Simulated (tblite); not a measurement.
Species: C9H7NSi.
InChI=1S/C9H7NSi/c10-6-7-1-2-9-8(5-7)3-4-11-9/h1-5H,11H2

Computed with GFN2-xTB (tblite): harmonic, unscaled wavenumbers at the GFN2-xTB geometry, gas phase. This tight-binding method is rough: wavenumbers can miss measured ones by several per cent, in bad cases by 10 to 20. Modes of hydrogen on silicon can be 10 to 20 % off.

Harmonic wavenumbers (cm⁻¹): 74.4, 121.3, 142.9, 193.7, 299.4, 299.8, 357.1, 370.9, 436.2, 462.8, 504.8, 511.2, 537.8, 571.9, 596.4, 619.1, 641.0, 669.1, 730.5, 773.5, 782.7, 800.9, 824.8, 874.4, 914.7, 918.7, 947.4, 1047.6, 1108.4, 1158.6, 1166.7, 1247.9, 1251.3, 1298.7, 1330.9, 1408.6, 1442.0, 1545.0, 1579.8, 1595.3, 2262.2, 2265.4, 2374.3, 3056.9, 3072.8, 3075.0, 3087.5, 3096.9.

A = 2802, B = 591.7, C = 491.4 MHz; mass 157.035 u (most abundant isotopes); point group Cs, symmetry number 1.

What is the zero-point energy?

Half the sum of the wavenumbers: 27225 cm⁻¹ = 77.84 kcal/mol.

Give the ideal-gas entropy at 298.15 K and 1 bar in the rigid-rotor, harmonic-oscillator model (classical rotation).

Translation 41.09, rotation 30.36, vibration 24.73: S = 96.2 cal/(mol K).

And Cp and H(298.15 K) − H(0)?

Cp = 40.77 cal/(mol K), of which vibrations give 32.82 (their classical limit is 48 R = 95.4); H(298.15 K) − H(0) = 6.73 kcal/mol without the zero-point energy, 4.36 from vibrations.

Which modes carry the vibrational entropy at 298.15 K?

74.4 cm⁻¹: 4.03; 121.3 cm⁻¹: 3.08; 142.9 cm⁻¹: 2.76; 193.7 cm⁻¹: 2.19; 299.4 cm⁻¹: 1.42; 299.8 cm⁻¹: 1.42 cal/(mol K); the other 42 give 9.82 together.

How do the functions run with temperature in this model?

```json
{"T (K)": "50", "S (cal/(mol K))": "58.6", "Cp (cal/(mol K))": "11.0", "H − H(0) (kcal/mol)": "0.45", "G − H(0) (kcal/mol)": "-2.48", "ln q(vib)": "0.18"}
{"T (K)": "100", "S (cal/(mol K))": "67.7", "Cp (cal/(mol K))": "16.0", "H − H(0) (kcal/mol)": "1.12", "G − H(0) (kcal/mol)": "-5.65", "ln q(vib)": "0.86"}
{"T (K)": "373.15", "S (cal/(mol K))": "106.2", "Cp (cal/(mol K))": "48.9", "H − H(0) (kcal/mol)": "10.10", "G − H(0) (kcal/mol)": "-29.54", "ln q(vib)": "6.98"}
{"T (K)": "500", "S (cal/(mol K))": "122.1", "Cp (cal/(mol K))": "59.9", "H − H(0) (kcal/mol)": "17.03", "G − H(0) (kcal/mol)": "-44.04", "ln q(vib)": "10.30"}
{"T (K)": "750", "S (cal/(mol K))": "149.3", "Cp (cal/(mol K))": "74.0", "H − H(0) (kcal/mol)": "33.93", "G − H(0) (kcal/mol)": "-78.08", "ln q(vib)": "16.75"}
{"T (K)": "1000", "S (cal/(mol K))": "171.9", "Cp (cal/(mol K))": "82.5", "H − H(0) (kcal/mol)": "53.58", "G − H(0) (kcal/mol)": "-118.32", "ln q(vib)": "22.75"}
```

q(vib) and H(0) count from the zero-point level.

What must be added to the electronic energy to get the Gibbs energy at 298.15 K and 1 bar?

ZPE + [H(298.15 K) − H(0)] − T·S = 77.84 + 6.73 − 28.67 = 55.90 kcal/mol.

Hindered rotation and anharmonicity are outside this model.
